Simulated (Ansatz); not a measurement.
Compare A (`C=C[SiH2]N`) with its isomer B (`CC[Si]N`).

Computed with Ansatz on PBE0-D4/def2-TZVP structures; ΔE is electronic, products minus reactants. CBS: MP2 limit from def2 TZ/QZ plus the TZ coupled-cluster correction, frozen cores. DFT in def2-TZVPP. Each species was taken in one conformer, which may not be the lowest.

Q: Which is lower in electronic energy at CCSD(T)/CBS, and by how much? (Estimate.)

A: The calculation gave: A, by 20.1 kJ/mol.

Q: Give E(B) − E(A) in kJ/mol with ωB97M-V, PBE0-D4, LDA (SPW92), MP2/def2-TZVPP, r2SCAN-D4, CCSD(T)/def2-SVP, PBE-D4. (Estimate.)

A: The calculation gave: ωB97M-V 10.3, PBE0-D4 8.8, LDA (SPW92) -8.2, MP2/def2-TZVPP 21.0, r2SCAN-D4 20.7, CCSD(T)/def2-SVP 4.6, PBE-D4 3.5. The order is the other way round with LDA (SPW92).

Q: Does the order hold for the free energy at 298.15 K (harmonic terms from PBE0-D4)? (Estimate.)

A: Ansatz gave: Yes: G(B) − G(A) = +38.1 kJ/mol, for one conformer each.

Largest T1 diagnostic: 0.013.

From BLYP to BHLYP (50 % exact exchange), in def2-TZVPP and without D4, E(B) − E(A) moves by +9.3 kJ/mol. At CCSD(T), def2-SVP lies −15.5 kJ/mol from the extrapolated value and def2-TZVPP −2.0 kJ/mol.
